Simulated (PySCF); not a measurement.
Isomers of C3H6N2OSi, one GFN2-xTB conformer each. Single-point energies are computed at PBE0/pcSseg-1 (PySCF, gas phase, no added dispersion term), electronic only.

Problem. Rank them by PBE0/pcSseg-1 energy, lowest first (kcal/mol).
A. `[SiH3:1][O:2][c:3]1[cH:4][n:5][cH:6][nH:7]1` with Si1–O2–C3–C4 0°
B. `[N:1]#[C:2]/[C:3]([CH2:4][OH:5])=[N:6]/[SiH3:7]` with C2–C3–C4–O5 -164°, C3–C4–O5–H 68°
C. `c1(C)nnc(o1)[SiH3]`

Solution. A (0.0), C (25.7), B (39.9).

As drawn, the lowest has an aromatic ring, an N–H bond and an Si–O bond, which the highest lacks; the highest has a C≡N group, a C=N bond and an O–H bond, which the lowest lacks. GFN2-xTB itself gives, in the same order: 0.0, 44.2, 72.8. Both levels put the same isomer lowest; measured from each level's own lowest isomer, the values differ by up to 32.9 kcal/mol (N#C/C(CO)=N/[SiH3]: 72.8 against 39.9).

Problem. Which frontier levels, dipoles and rotational constants go with these structures?

Solution. 
```json
{"SMILES": "[SiH3]Oc1cnc[nH]1", "HOMO (eV, PBE0/pcSseg-1)": "-6.18", "LUMO (eV)": "-0.01", "dipole (D)": "3.31", "A, B, C (MHz)": "7644, 1298, 1124"}
{"SMILES": "Cc1nnc([SiH3])o1", "HOMO (eV, PBE0/pcSseg-1)": "-7.87", "LUMO (eV)": "-0.73", "dipole (D)": "3.36", "A, B, C (MHz)": "6597, 1349, 1143"}
{"SMILES": "N#C/C(CO)=N/[SiH3]", "HOMO (eV, PBE0/pcSseg-1)": "-7.74", "LUMO (eV)": "-2.32", "dipole (D)": "3.43", "A, B, C (MHz)": "3455, 1475, 1062"}
```
